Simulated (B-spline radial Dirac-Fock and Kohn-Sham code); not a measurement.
Subshell photoionisation cross sections of Fe⁵⁺ against photon energy

System: the Fe⁵⁺ ion in the configuration [Ar] 3d3.

Input file task.json (cfg lists n, l and occupation; rrms is the nuclear radius in fm):

```json
{"items": [{
  "Z": 26,
  "q": 5,
  "cfg": [[1, 0, 2], [2, 0, 2], [2, 1, 6], [3, 0, 2], [3, 1, 6], [3, 2, 3]],
  "A": 56,
  "rrms": 3.7377,
  "do": ["binding", "quiet", "photo"],
  "hv": [27.0, 32.3, 36.7, 43.3, 48.9, 64.1, 74.3, 91.5, 118.0, 225.0, 420.0, 450.0, 1450.0, 2180.0, 4000.0, 5390.0, 5750.0, 8860.0, 12800.0, 19900.0, 38700.0, 42600.0, 43100.0, 95700.0]
}]}
```

Run with: `python xray_run.py task.json out`

Method: Dirac-Hartree-Slater photoionisation with all multipoles and Dirac-Fock thresholds. Computed with a B-spline atomic structure program. Values are in kb; a dash marks an energy below the computed threshold.

| hν (eV) | 1s | 2s | 3s | 3p3/2 | 3d3/2 |
| --- | --- | --- | --- | --- | --- |
| 118 | – | – | – | – | 1110 |
| 225 | – | – | 260 | 666 | 258 |
| 420 | – | – | 107 | 271 | 45.0 |
| 450 | – | – | 96.2 | 240 | 36.4 |
| 1450 | – | 67.9 | 11.7 | 17.9 | 0.735 |
| 2180 | – | 31.9 | 5.13 | 6.03 | 0.161 |
| 4000 | – | 9.01 | 1.40 | 1.03 | 0.0145 |
| 5390 | – | 4.58 | 0.706 | 0.409 | 0.00419 |
| 5750 | – | 3.94 | 0.607 | 0.333 | 0.00319 |
| 8860 | 19.3 | 1.38 | 0.213 | 0.0806 | 0.000496 |
| 12800 | 7.26 | 0.542 | 0.0837 | 0.0229 | 9.81e-05 |
| 19900 | 2.13 | 0.167 | 0.0259 | 0.00478 | 1.36e-05 |
| 38700 | 0.306 | 0.0257 | 0.00400 | 0.000413 | 6.39e-07 |
| 42600 | 0.230 | 0.0194 | 0.00303 | 0.000288 | 4.11e-07 |
| 43100 | 0.222 | 0.0188 | 0.00293 | 0.000275 | 3.89e-07 |
| 95700 | 0.0196 | 0.00174 | 0.000273 | 1.35e-05 | 1.07e-08 |

At 95700 eV the multipoles beyond E1 give 24.4 % of 1s, 24.8 % of 2s, 24.9 % of 3s, 36.8 % of 3p3/2, 56.9 % of 3d3/2.

Run: 1.1 s of CPU time on 1 thread of Intel(R) Xeon(R) 6975P-C (shared host), peak memory 0.33 GiB.
